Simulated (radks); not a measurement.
Values are calculated unless marked as measured or tabulated.
Neutral ytterbium inside a hard spherical wall (all orbitals vanish at R), configuration held at [Xe] 4f14 6s2 and not refilled when levels cross. Level of theory: scalar-relativistic Kohn-Sham, PBE, spin-polarised, spherical densities, finite nucleus; Fermi nuclear charge, rms radius 5.3108 fm (a radial shooting solver on a logarithmic mesh with Libxc functionals). Eigenvalues in eV for spin up, with the zero of energy where the potential of the charges vanishes at infinity; a dash marks a level that is unbound or too diffuse for the functional's potential to be trusted. A positive occupied level is held by the wall or, in an anion where self-interaction has pushed it up, behind a barrier. The pressure on the wall is -dE/dV.

R (bohr)	E (hartree)	kinetic (hartree)	e(5s)	e(5p)	e(6s)	e(4f)	e(6p, empty)	e(5d, empty)	pressure (GPa)
free	-14058.1415	15316.097	-54.909	-27.428	-3.920	-3.021	-	-	0
15	-14058.1415	15316.097	-54.907	-27.427	-3.918	-3.019	-1.091	-0.662	0.000125
10	-14058.1395	15316.115	-54.775	-27.295	-3.814	-2.889	-0.768	-0.490	0.0449
8	-14058.1279	15316.191	-54.328	-26.854	-3.413	-2.452	0.064	-0.007	0.475
7	-14058.1062	15316.306	-53.783	-26.320	-2.838	-1.917	1.112	0.580	1.60
6	-14058.0497	15316.560	-52.816	-25.383	-1.597	-0.959	3.216	1.668	5.77
5	-14057.8940	15317.171	-51.104	-23.754	1.272	0.786	7.767	3.757	23.8
4	-14057.4010	15319.011	-47.719	-20.573	8.945	4.433	19.004	8.313	129
2.5	-14051.5001	15340.663	-27.567	0.757	74.016	28.456	99.707	39.210	4540
2	-14040.1060	15378.884	-0.900	32.051	168.30	57.702	205.98	81.533	23100
1.5	-13997.1416	15511.233	85.707	134.04	442.47	130.00	500.63	208.39	174000
